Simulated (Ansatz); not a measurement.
CH4AlF3O (`C[OH+][Al-]([F])([F])[F]`). Charge 0, multiplicity 1.

| atom | x (Å) | y (Å) | z (Å) |
| --- | --- | --- | --- |
| C1 | -0.085 | -1.390 | -0.139 |
| O2 | 0.567 | -0.205 | 0.355 |
| Al3 | -0.222 | 1.516 | 0.125 |
| F4 | -0.696 | 1.429 | -1.459 |
| F5 | 1.139 | 2.399 | 0.446 |
| F6 | -1.448 | 1.479 | 1.228 |
| H7 | 0.409 | -2.267 | 0.276 |
| H8 | -0.068 | -1.402 | -1.229 |
| H9 | -1.111 | -1.342 | 0.216 |
| H10 | 1.515 | -0.216 | 0.180 |

Problem. What are the harmonic wavenumbers in cm⁻¹ at PBE0-D4/def2-TZVP (Ansatz, finite differences of forces, unscaled)? (Estimate.)

Solution. Computed: 23, 91, 118, 188, 208, 254, 266, 315, 454, 516, 677, 884, 903, 1039, 1109, 1185, 1367, 1479, 1492, 1499, 3080, 3174, 3191, 3845.

Problem. Is this a minimum?

Solution. Yes, all 24 modes are real.

Problem. Give the ideal-gas thermochemistry at 298.15 K and 1 bar (rigid rotor, harmonic oscillator; point group C1, symmetry number 1).

Solution. Zero-point energy 163.6 kJ/mol; H(298) − E = 188.3 kJ/mol; entropy 385.4 J/(mol·K), of which translation 168.1, rotation 115.3, vibration 101.9; G(298) − E = 73.4 kJ/mol. Modes under 100 cm⁻¹ are hindered rotations or soft bends, so the harmonic entropy is rough.

Problem. And at 400, 500, 600, 800 and 1000 K?

Solution. 
```tsv
T (K)	H − E (kJ/mol)	S (J/mol/K)	G − E (kJ/mol)
400	201.2	422.6	32.2
500	215.5	454.3	-11.7
600	230.9	482.4	-58.5
800	264.6	530.7	-160.0
1000	301.0	571.3	-270.3
```
